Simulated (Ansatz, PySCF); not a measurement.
Ge(OH)4 (GeH₄O₄), SMILES [OH][Ge]([OH])([OH])[OH].

Geometry optimised at PBE0-D3(BJ)/def2-SVP. The isomer is the one that the SMILES or the coordinates give; other isomers of the formula were not compared. Other conformers were not sampled.

Vertical ionisation energy (IE) and electron affinity (EA) in eV. Rows of orbital energies are one-electron estimates. Where ΔSCF, EOM or ADC give a negative EA the extra electron is unbound and the value depends on the basis.

| level | IE | EA |
|---|---|---|
| −ε(HOMO), −ε(LUMO), r2SCAN/def2-TZVP (PySCF) | 7.84 | 0.75 |
| −ε(HOMO), −ε(LUMO), PBE/def2-TZVP (PySCF) | 7.40 | 1.26 |
| ΔSCF, PBE0/def2-SVPD (Ansatz), final states of multiplicity 2 and 2 | 11.54 | -0.55 |
| ΔSCF, PBE/def2-SVPD (Ansatz), final states of multiplicity 2 and 2 | 10.74 | -0.32 |

Question: What vertical singlet–triplet gap does ΔSCF give with PBE0/def2-SVPD (Ansatz, a program for electronic structure) and with PBE/def2-SVPD (Ansatz)? (Estimate from the structure and the level; the computed values follow.)

Answer: 7.02 and 5.97 eV (triplet above singlet where positive).
